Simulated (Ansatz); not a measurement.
Computed with Ansatz on PBE0-D4/def2-TZVP structures; ΔE is electronic, products minus reactants. CCSD(T)/CBS is the MP2 limit (def2-TZVPP, def2-QZVPP) plus CCSD(T) − MP2 in def2-TZVPP, frozen cores. This one scheme is used for every species. DFT in def2-TZVPP. Elements past krypton have def2 core potentials. For In outer-core shells are correlated without core-valence functions, which leaves a few kJ/mol of doubt a bond. One conformer a species, not always the lowest.

`[NH2][Al]([NH2])[F]` + `O[PH][InH2]` → `[NH2][Al]([F])[PH]O` + `[NH2][InH2]`  (redistribution)

| level | ΔE (kJ/mol) |
| --- | --- |
| PBE0-D4 | 73.4 |
| r2SCAN0 | 80.4 |

(1) What does CCSD(T)/CBS give? (An estimate is asked.)

Largest T1 diagnostic among the species: 0.016.

Answers

(1) Computed: +71.5 kJ/mol. The listed levels differ from it by 1.9, 8.9 kJ/mol.

From PBE to PBE0 (25 % exact exchange), in def2-TZVPP and without D4, ΔE moves by +6.2 kJ/mol. Leaving LDA and LC-ωPBE aside and taking each functional with its dispersion term where it has one, the values, not all of them listed here, spread over 14.1 kJ/mol, from PBE-D4 to BHLYP-D4. In def2-TZVPP, CCSD(T) changes the Hartree–Fock value by −12.7 kJ/mol (the triples alone add −2.9 kJ/mol) and MP2 by −10.6 kJ/mol.
